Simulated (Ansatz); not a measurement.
The cluster ZnTe2. Charge 0, multiplicity 1. Geometry B3LYP-D4/def2-TZVP.

```xyz
3

Zn   -0.001   -0.001    0.001
Te    0.296   -2.240   -0.942
Te   -0.295    2.241    0.941
```

In the def2 sets Te takes a core potential; there is no spin–orbit coupling. B3LYP takes the VWN-RPA correlation. The restricted singlet is unstable towards broken spin symmetry in Hartree–Fock (as tested in another run); at PBE-D4/def2-TZVP, revPBE-D4/def2-TZVP, r2SCAN-D4/def2-TZVP, B3LYP-D4/def2-TZVP and others this wasn't settled. At PBE-D4/def2-TZVP, revPBE-D4/def2-TZVP, r2SCAN-D4/def2-TZVP an occupied level of the charge 0 singlet lies above an empty one (by up to 0.50 eV), so this SCF solution is probably not the lowest. The geometry of the singlet was relaxed on an unsound state (restricted singlet whose occupied levels cross empty ones at other levels, untested at these). Another isomer (triplet) lies 0.90 eV lower at PBE0-D4/def2-TZVP; other spin states weren't run for this one.

Estimate the orbital energies around the gap (eV) in Ansatz with PBE-D4/def2-TZVP, revPBE-D4/def2-TZVP, r2SCAN-D4/def2-TZVP, B3LYP-D4/def2-TZVP, PBE0-D4/def2-TZVP.


| orbital | PBE-D4/def2-TZVP | revPBE-D4/def2-TZVP | r2SCAN-D4/def2-TZVP | B3LYP-D4/def2-TZVP | PBE0-D4/def2-TZVP |
| --- | --- | --- | --- | --- | --- |
| HOMO−9 | -12.47 | -12.39 | -12.89 | -14.77 | -15.26 |
| HOMO−8 | -12.38 | -12.30 | -12.82 | -14.76 | -15.25 |
| HOMO−7 | -12.36 | -12.29 | -12.79 | -14.71 | -15.22 |
| HOMO−6 | -12.31 | -12.24 | -12.75 | -14.70 | -15.21 |
| HOMO−5 | -12.28 | -12.21 | -12.72 | -14.51 | -14.95 |
| HOMO−4 | -8.34 | -8.26 | -8.59 | -9.19 | -9.41 |
| HOMO−3 | -6.77 | -6.71 | -7.06 | -7.49 | -7.75 |
| HOMO−2 | -6.38 | -6.30 | -6.57 | -6.74 | -6.97 |
| HOMO−1 | -5.91 | -5.85 | -6.17 | -6.72 | -6.85 |
| HOMO | -5.52 | -5.47 | -5.77 | -6.32 | -6.56 |
| LUMO | -6.01 | -5.94 | -6.19 | -5.74 | -5.69 |
| LUMO+1 | -1.94 | -1.84 | -1.67 | -1.44 | -1.18 |
| LUMO+2 | -1.31 | -1.21 | -1.10 | -0.78 | -0.59 |
| LUMO+3 | -1.05 | -0.96 | -0.81 | -0.56 | -0.39 |
| LUMO+4 | 0.89 | 0.95 | 1.47 | 1.23 | 1.51 |
| LUMO+5 | 0.93 | 1.00 | 1.69 | 1.35 | 1.57 |
